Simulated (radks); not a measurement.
Cu, configuration [Ar] 3d10 4s1. Method: scalar-relativistic Kohn-Sham, LDA (Slater exchange, Perdew-Wang correlation), spin-polarised, spherical densities, point nucleus; open shells are filled with parallel spins first; hard spherical wall at 20 bohr; computed with a radial shooting solver on a logarithmic mesh with Libxc functionals. Some entries of the table are withheld. Estimate them.

orbital  occ.  eigenvalue (Ry)  <1/r> (bohr^-1)  <r> (bohr)
1s up       1        -649.2361            29.11     0.05221
1s down     1        -649.2335            29.11     0.05221
2s down     1        -77.93323            6.315      0.2357
2s up       1        -77.93133            6.316      0.2357
2p down     3        -67.35140            6.205      0.2066
2p up       3        -67.35037            6.205      0.2066
3s down     1         -8.38608            1.996      0.7131
3s up       1         -8.38410            1.996      0.7135
3p down     3         -5.28985            1.844      0.7499
3p up       3         -5.28911            1.843      0.7506
3d up       5         -0.39219            1.361       1.059
3d down     5         -0.38088            1.378       1.035
4s up       1         -0.38070           0.4529       2.870
4s down     0         -0.32153           0.4479       2.928
4p up       0         -0.07233              (1)       4.574
4p down     0         -0.03449              (2)       5.329
5s up       0          0.01076           0.1253       10.00
5s down     0          0.01517           0.1207       10.33
4d up       0          0.06686          0.09670         (3)
4d down     0          0.06871          0.09329         (4)

Answer. 
(1) 4p up <1/r> (bohr^-1): 0.2853
(2) 4p down <1/r> (bohr^-1): 0.2506
(3) 4d up <r> (bohr): 11.68
(4) 4d down <r> (bohr): 11.90
